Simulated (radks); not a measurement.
Excited configurations of Pm I: one electron is placed in a higher orbital outside [Xe] 4f5 6s1. The ground configuration is [Xe] 4f5 6s2. Calculated with a radial shooting solver on a logarithmic mesh with Libxc functionals: Dirac Kohn-Sham, PBE, spin-unpolarised, spherical densities, finite nucleus; open shells fill j = l - 1/2 first; Fermi nuclear charge, rms radius 4.962 fm. Excitation = E - E(ground); binding = E(ion) - E, where the ion is the core of charge +1; n* = 1/sqrt(2 binding) in atomic units, and the quantum defect is n - n*.

outer orbital,excitation (eV),binding (eV),quantum defect,<r> (bohr)
5d3/2,1.775,4.093,3.177,3.640
5f5/2,4.936,0.932,1.179,16.73
6p1/2,2.243,3.625,4.063,5.660
6d3/2,4.375,1.493,2.981,11.47
6f5/2,5.212,0.656,1.445,28.18
7s1/2,3.764,2.104,4.457,10.35
7p1/2,4.276,1.591,4.076,12.92
7d3/2,4.933,0.935,3.185,21.18
7f5/2,5.387,0.480,1.677,41.92

The Delta-SCF ionisation energy is 5.868 eV (NIST Atomic Spectra Database: 5.582 eV, measured). Self-interaction in the functional shifts the binding energies and quantum defects, so they are the method's values and not measured ones. Spin polarisation and multiplet splitting are left out, so open shells lie too high by an amount that depends on their filling.

Beside tabulated values, note that spin-unpolarised runs miss the spin-polarisation part of the exchange energy of open shells.
